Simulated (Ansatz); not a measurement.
Several settings on one geometry of the cluster In₂P (that of the charge 0 doublet, r2SCAN-D4/def2-TZVP). Ansatz on 4 threads of Arm Neoverse V1 on a shared host; times are rough.

```xyz
3

In   -1.8088    1.2570   -0.4317
In    1.1521   -1.8125    0.6527
P     0.6567    0.5554   -0.2210
```

Totals from different functionals, basis sets or treatments of relativity can't be compared as stabilities.

In the def2 sets In takes a core potential; there is no spin–orbit coupling. Correlated methods freeze 13 core orbitals; core or outer-core shells of In are correlated, in sets that lack core-valence functions.

The spins typed aren't always the lowest for that charge.

(1) Give the basis size and estimate the energy, ⟨S²⟩ and time of these runs.

| run | method | charge | state | further keys |
| --- | --- | --- | --- | --- |
| 1 | RKS PBE0/def2-TZVP | -1 | singlet | nuclear_model: gaussian; scf: {lower_state_search: light} |
| 2 | UKS PBEsol/STO-3G | 0 | doublet | final_grid: {core_spheres: 20, valence_spheres: 16, degree: 47}; nuclear_model: gaussian; point_charges: [{charge: -1.00, position_ang: [4.922, 0.885, -0.108]}]; scf: {lower_state_search: off}; forces asked |
| 3 | UKS PBE-QIDH/def2-mTZVPP | 0 | doublet | pseudopotentials: {relativity: none}; scf: {omitted_lower_state_checks: [starts]} |

## Answers

(1) 
| run | functions | energy (Eh) | ⟨S²⟩ | wall time |
| --- | --- | --- | --- | --- |
| 1 | 137 | -721.6024 | – | 1.1 s |
| 2 | 63 | -11699.8888 | 0.76 | 1.7 s |
| 3 | 99 | -720.8868 | 0.76 | 5.5 s |

The highest occupied level of an anion often lies above zero with these methods, and sets without diffuse functions describe the outer electron poorly.
